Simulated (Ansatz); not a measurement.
`C[SiH](F)S` + `[CH3]`• → `C[SiH](F)[S]`• + CH₄ at 400 K and 1 bar (hydrogen abstraction from the S–H bond).

Isolated molecules relaxed with PBE0-D4/def2-TZVP in Ansatz; ΔE leaves out vibrations. CCSD(T)/CBS adds triple-zeta CCSD(T) − MP2 to the extrapolated MP2 energy (def2 sets, frozen cores). This one scheme is used for every species. No spin–orbit coupling; open shells (•) take unrestricted orbitals. Each species was taken in one conformer, which may not be the lowest.

```
        species  CCSD(T)/CBS energy (Eh)  H − E (kJ/mol)  S (J/(mol·K))
   `C[SiH](F)S`               -827.81979           183.2          360.7
       `[CH3]`•                -39.78218            92.9          206.6
`C[SiH](F)[S]`•               -827.16845           157.5          355.5
            CH₄                -40.46206           131.3          197.2
```

H − E and S are ideal-gas, rigid-rotor, harmonic terms from PBE0-D4/def2-TZVP, for one conformer and one mirror image of each species, with the whole ground term of open shells counted as degenerate. 1 Eh = 2625.50 kJ/mol, R = 8.31446 J/(mol·K).

**Question.** By hand: ΔE, ΔH, ΔS and ΔG.

**Answer.** ΔE = (-827.16845) + (-40.46206) − (-827.81979) − (-39.78218) = -0.02854 Eh = -74.9 kJ/mol. Δ(H − E) = 157.5 + 131.3 − 183.2 − 92.9 = 12.7, so ΔH = -62.2 kJ/mol. ΔS = 355.5 + 197.2 − 360.7 − 206.6 = -14.6 J/(mol·K). ΔG = -62.2 − 400 × (-14.6)/1000 = -56.4 kJ/mol.

**Question.** By hand: the equilibrium constant, and the temperature at which ΔG would vanish if ΔH and ΔS stayed fixed.

**Answer.** log₁₀ K = −ΔG/(RT ln 10) = 7.4. ΔG = 0 at ΔH/ΔS = 4260 K, far beyond where these terms or the molecules hold.

The number of gas molecules stays the same, so ΔS is small and ΔH decides. A doubt of 5 kJ/mol in ΔE shifts log₁₀ K by 0.7 here. Other conformers and mirror images would add mixing entropy, several J/(mol·K) or more a flexible species. These are equilibria of isolated gas molecules and say nothing of rates. Largest T1 diagnostic: 0.013 (customary marks: 0.02 for closed shells, 0.045 for open ones).
